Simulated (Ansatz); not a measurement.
**Reading a saddle point**

A first-order saddle point of TiNH5OF4, closed shell, PBE0-D4/def2-TZVP, with one imaginary mode of 342i cm⁻¹:

Ti1  (-1.166, -0.646, 0.091)
F2  (0.713, -1.271, 0.722)
F3  (-0.721, -1.390, -1.448)
F4  (-1.785, -1.581, 1.437)
F5  (-2.658, 0.128, -0.441)
H6  (1.143, 0.838, -0.333)
N7  (-0.280, 1.112, 0.337)
H8  (1.476, -0.661, 0.146)
O9  (2.001, 0.250, -0.455)
H10  (-0.857, 1.894, 0.046)
H11  (0.033, 1.296, 1.286)
H12  (2.099, 0.030, -1.388)
(Å)

Program: Ansatz 0.2.0. Basis: def2-TZVPP and def2-QZVPP. Cores are frozen in the correlated methods. Extrapolation: Hartree–Fock as exp(−7.88 √X), correlation as X^−2.97.

(1) Which contacts change along the imaginary mode, and what lies on either side? (A judgement: the text doesn't fix the answer.)

(2) Which side is lower, and how far does the saddle lie above each? (An estimate is asked for; the value comes from the calculation.)

T1 diagnostic: at most 0.021. The start structure is not quite a true minimum (one mode of 27i cm⁻¹).

## Answers

(1) Computed: The step is TiF₄ ([F][Ti]([F])([F])[F]) + H₂O + NH₃ → TiNH₂F₃ ([NH2][Ti]([F])([F])[F]) + H₂O + HF (still joined by a long Ti–F bond), with the molecules in contact on both sides. Shortening one way: Ti1–N7, F2–H8, H6–O9; lengthening the same way: Ti1–F2, H6–N7, H8–O9.
```json
{"pair": "Ti1–N7", "one side (Å)": "2.19", "saddle (Å)": "1.98", "other side (Å)": "1.93"}
{"pair": "F2–H8", "one side (Å)": "1.94", "saddle (Å)": "1.13", "other side (Å)": "1.02"}
{"pair": "H6–O9", "one side (Å)": "1.90", "saddle (Å)": "1.05", "other side (Å)": "0.99"}
{"pair": "Ti1–F2", "one side (Å)": "1.83", "saddle (Å)": "2.08", "other side (Å)": "2.21"}
{"pair": "H6–N7", "one side (Å)": "1.03", "saddle (Å)": "1.60", "other side (Å)": "1.95"}
{"pair": "H8–O9", "one side (Å)": "0.97", "saddle (Å)": "1.21", "other side (Å)": "1.40"}
```

(2) Computed: The side with Ti1–F2, H6–N7, H8–O9 short is lower by 24.38 kcal/mol; the saddle lies 26.87 kcal/mol above it and 2.49 kcal/mol above the other (CCSD(T) at an estimated basis limit (MP2 extrapolated from triple and quadruple zeta, plus CCSD(T) − MP2 in triple zeta); electronic energies).

The step is the kind of exchange with an N–H group that builds nitride films in atomic layer and chemical vapour deposition.

Labels in which every atom is bracketed show which atoms are joined, not bond orders.

For scale, one of the runs: CCSD(T)/def2-TZVPP, 320 basis functions, launched by `ansatz run in.yaml --threads 4 --pin off --events-out ev --progress --plain --max-ram 66560MiB --backend cuda --devices 0, --max-vram 37GiB`. The run took 31 s on 4 CPU threads of an AMD EPYC 7R13 and a share of one NVIDIA H100 (shared host), with 0.84 GiB of host memory at its peak.
